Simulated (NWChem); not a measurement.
System: AuPH3I; SMILES [PH3]->[Au][I]

NWChem input:

```
start job
memory heap 200 mb stack 900 mb global 1100 mb
geometry units angstroms noautoz
  Au    -0.308951    -0.238683    -0.495000
  I      0.950385     0.739468     1.526473
  P     -1.419761    -1.108253    -2.282838
  H     -1.161591    -2.454405    -2.640554
  H     -1.242186    -0.495521    -3.547633
  H     -2.835501    -1.147712    -2.242098
end
basis spherical
  * library def2-tzvp
end
ecp
  I library def2-ecp
  Au library def2-ecp
end
dft
  xc b3lyp
  iterations 150
  mulliken
end
task dft energy
```

Parts of the log:

```
             Northwest Computational Chemistry Package (NWChem) 7.3.0
             --------------------------------------------------------

 C1  symmetry detected

                             Geometry "geometry" -> ""
                             -------------------------

 Output coordinates in angstroms (scale by  1.889725989 to convert to a.u.)

  No.       Tag          Charge          X              Y              Z
 ---- ---------------- ---------- -------------- -------------- --------------
    1 Au                  79.0000    -0.00085705     0.62300926     0.00072823
    2 I                   53.0000     0.00046206    -1.95168619    -0.00039525
    3 P                   15.0000     0.00205777     2.90037635    -0.00175996
    4 H                    1.0000     0.81375565     3.56720040    -0.95214406
    5 H                    1.0000     0.42121389     3.57347035     1.17209369
    6 H                    1.0000    -1.22261895     3.57532044    -0.23013225

 Effective nuclear repulsion energy (a.u.)    1294.1795576110

                                 NWChem DFT Module
                                 -----------------

 Summary of "ao basis" -> "ao basis" (spherical)
 ------------------------------------------------------------------------------
       Tag                 Description            Shells   Functions and Types
 ---------------- ------------------------------  ------  ---------------------
 Au                        def2-tzvp                14       40   6s4p3d1f
 I                         def2-tzvp                16       50   6s5p3d2f
 P                         def2-tzvp                13       37   5s5p2d1f
 H                         def2-tzvp                 4        6   3s1p

            General Information
            -------------------
          SCF calculation type: DFT
          Wavefunction type:  closed shell.
          No. of atoms     :     6
          No. of electrons :    62
           Alpha electrons :    31
            Beta electrons :    31
          Charge           :     0
          Spin multiplicity:     1
          Use of symmetry is: off; symmetry adaption is: off
          Maximum number of iterations: 150
          AO basis - number of functions:   145
                     number of shells:    55
          Convergence on energy requested:  1.00D-06
          Convergence on density requested:  1.00D-05
          Convergence on gradient requested:  5.00D-04

              XC Information
              --------------
                         B3LYP Method XC Potential
                     Hartree-Fock (Exact) Exchange  0.200
                        Slater Exchange Functional  0.800 local
                    Becke 1988 Exchange Functional  0.720 non-local
              Lee-Yang-Parr Correlation Functional  0.810
                  VWN I RPA Correlation Functional  0.190 local

             Grid Information
             ----------------
          Grid used for XC integration:  medium
          Radial quadrature: Mura-Knowles
          Angular quadrature: Lebedev.
          Tag              B.-S. Rad. Rad. Pts. Rad. Cut. Ang. Pts.
          ---              ---------- --------- --------- ---------
          Au                  1.35      123          11.0       590
          I                   1.40      123          14.0       590
          P                   1.00       88          13.0       590
          H                   0.35       45          14.0       434
          Grid pruning is: on
          Number of quadrature shells:   469
          Spatial weights used:  Erf1

      Superposition of Atomic Density Guess
      -------------------------------------

 Sum of atomic energies:        -841.79273356

      Non-variational initial energy
      ------------------------------

 Total energy =    -774.127151
 1-e energy   =   -1703.730214
 2-e energy   =     690.881747
 HOMO         =      -0.343129
 LUMO         =      -0.010794

     ---------------------------------------------
      Total Density - Mulliken Population Analysis
     ---------------------------------------------

    Atom       Charge   Shell Charges
 -----------   ------   -------------------------------------------------------
    1 Au  19    19.01   0.03 -0.47  1.70  0.75  0.78  0.32  2.63  2.87  0.58  0.04  6.50  2.83  0.44  0.01
    2 I   25    25.56   0.19 -0.77  1.58  1.01  1.10  0.85 -0.49  6.45  1.39  3.05  1.18  9.23  0.76  0.04  0.01  0.00
    3 P   15    14.85   2.01  0.53  1.44  0.92  0.60  4.16  1.70  0.67  1.78  0.89  0.05  0.08  0.01
    4 H    1     0.86   0.21  0.47  0.17  0.01
    5 H    1     0.86   0.21  0.47  0.17  0.01
    6 H    1     0.86   0.21  0.47  0.17  0.01

   convergence    iter        energy       DeltaE   RMS-Dens  Diis-err
 ---------------- ----- ----------------- --------- --------- ---------
 d= 0,ls=0.0,diis     1   -776.7616100238 -1.02D+03  1.15D-02  8.94D-01
 d= 0,ls=0.0,diis     2   -776.5772502134  1.84D-01  8.26D-03  2.50D+00
 d= 0,ls=0.0,diis     3   -776.8572532771 -2.80D-01  1.78D-03  7.33D-02
 d= 0,ls=0.0,diis     4   -776.8608482065 -3.59D-03  1.02D-03  2.96D-02
 d= 0,ls=0.0,diis     5   -776.8641604300 -3.31D-03  1.89D-04  6.75D-04
  Resetting Diis
 d= 0,ls=0.0,diis     6   -776.8642306889 -7.03D-05  5.10D-05  8.89D-05
 d= 0,ls=0.0,diis     7   -776.8642382266 -7.54D-06  3.54D-05  5.88D-06
 d= 0,ls=0.0,diis     8   -776.8642375922  6.34D-07  1.94D-05  1.20D-05
 d= 0,ls=0.0,diis     9   -776.8642391040 -1.51D-06  1.46D-06  8.74D-08
 d= 0,ls=0.0,diis    10   -776.8642391118 -7.87D-09  5.13D-07  8.64D-09

         Total DFT energy =     -776.864239111828
      One electron energy =    -1706.649013654953
           Coulomb energy =      750.656434239590
    Exchange-Corr. energy =      -59.592976199180
 Nuclear repulsion energy =      238.721316502715

 Numeric. integr. density =       62.000008842232

                       DFT Final Molecular Orbital Analysis
                       ------------------------------------

[...]
```

Level: B3LYP/def2-TZVP with def2 effective core potentials on I, Au. Structure relaxed at the PBE0/def2-SVP level. def2 effective core potentials on I, Au; no spin-orbit coupling.
